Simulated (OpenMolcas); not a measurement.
## 4d⁴ along the 40-electron sequence

```yaml
Program: OpenMolcas 26.06
Method: MS-CASPT2, IPEA 0.25 Eh, imaginary shift 0.1 Eh
Basis: ANO-RCC-VTZP
Scalar_Hamiltonian: DKH2, point nucleus
Spin-orbit_coupling: RASSI with atomic mean-field integrals over the reference wave functions, term energies averaged over their components
```

Active space for each ion: 4 electrons in 5 orbitals (4d); closed shells correlated by CASPT2: 4s 4p.

Computed levels in cm-1 above ⁵D₀:

```tsv
Level	Tc3+	Ru4+	Rh5+	Pd6+	Ag7+
⁵D₁	346	489	684	979	1255
⁵D₂	944	1306	1777	2450	3070
⁵D₃	1710	2320	3090	4150	5100
⁵D₄	2590	3470	4540	5960	7230
³P₀(1)	14660	16730	18450	20000	21830
³H₄	15990	18170	20140	22070	24330
³P₁(1)	16430	19150	21640	24170	26870
³H₅	16810	19340	21770	24330	27160
³H₆	17530	20310	23030	25940	29090
weight of ⁵D in the lowest level (%)	98	97	96	94	92
```

Mixed levels, with the weight of the term that names them: Pd6+ ³H₄ (71 %), Ag7+ ³H₄ (69 %).

Measured, with the error of the calculation in %. Measured levels: Ag7+ from Atoms 5, 11 (2017), spectra Ag VII to Ag IX.

```tsv
Level	Ag7+
⁵D₁	1340 (-6.4)
⁵D₂	3212 (-4.6)
⁵D₃	5292 (-3.7)
⁵D₄	7443 (-2.9)
³P₀(1)	21309 (+2.4)
³H₄	23302 (+4.4)
³P₁(1)	26526 (+1.3)
³H₅	26250 (+3.5)
³H₆	28185 (+3.2)
```

The fine-structure level ⁵D₄ changes by a factor of 2.79 from Tc3+ to Ag7+. Its fourth root runs 7.13, 7.68, 8.21, 8.79, 9.22, with steps per unit of Z of 0.54, 0.53, 0.58, 0.43; equal steps would mean a (Z - σ)^4 law with constant σ.

³P₀(1) changes by a factor of 1.49 over the same range, with steps per unit of Z of +2070, +1720, +1550, +1830 cm-1.

CASPT2 does not keep the components of a term degenerate, so their means are used; among the terms shown or strongly mixed into the levels shown the widest spread is 470 cm-1 (4d⁴ ³H, Ru4+). Measured partners are found by configuration, term and J. A level has none where our copy of the source lacks it or the pairing is in doubt (some pairs that miss far off the trend of their configuration count as doubtful), and it then counts in no deviation. Only configurations of the active space appear.

A number in round brackets counts repeated terms of one configuration in the order of the reference energies.
